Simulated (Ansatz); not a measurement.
C2H7ClFNSi2, SMILES `C=C[SiH](F)N[SiH2]Cl` at its PBE0-D4/def2-TZVP geometry, where that method's forces vanish. The species carries charge 0 and has multiplicity 1.

```xyz
14

C    -0.1841   -2.1734    1.0825
C    -0.5927   -0.9108    0.9826
Si   -1.1538   -0.1727   -0.6116
F    -1.0041   -1.3051   -1.7346
N    -0.1932    1.2014   -0.9845
Si    1.3875    1.5711   -0.4350
Cl    1.3762    2.5269    1.3948
H    -0.1628   -2.8332    0.2202
H     0.1480   -2.5999    2.0248
H    -0.5914   -0.2897    1.8770
H    -2.5759    0.2401   -0.6358
H    -0.6380    1.9157   -1.5444
H     2.1573    0.3259   -0.2479
H     2.0271    2.5038   -1.3883
```

Question: What forces (eV/Å) does r2SCAN-D4/def2-TZVPP give on these atoms in Ansatz 0.2.0? (Estimate.)

Answer: Ansatz gave: 
```
C1   0.062 -0.205  0.033
C2  -0.071  0.201 -0.052
Si3 -0.058 -0.008  0.035
F4   0.011 -0.037 -0.022
N5   0.004  0.005 -0.017
Si6  0.054 -0.001 -0.041
Cl7  0.008  0.035  0.065
H8   0.000  0.007  0.009
H9   0.001 -0.005 -0.010
H10  0.001 -0.006  0.018
H11  0.022 -0.004  0.006
H12 -0.014  0.028 -0.022
H13 -0.013  0.018 -0.016
H14 -0.007 -0.027  0.014
```
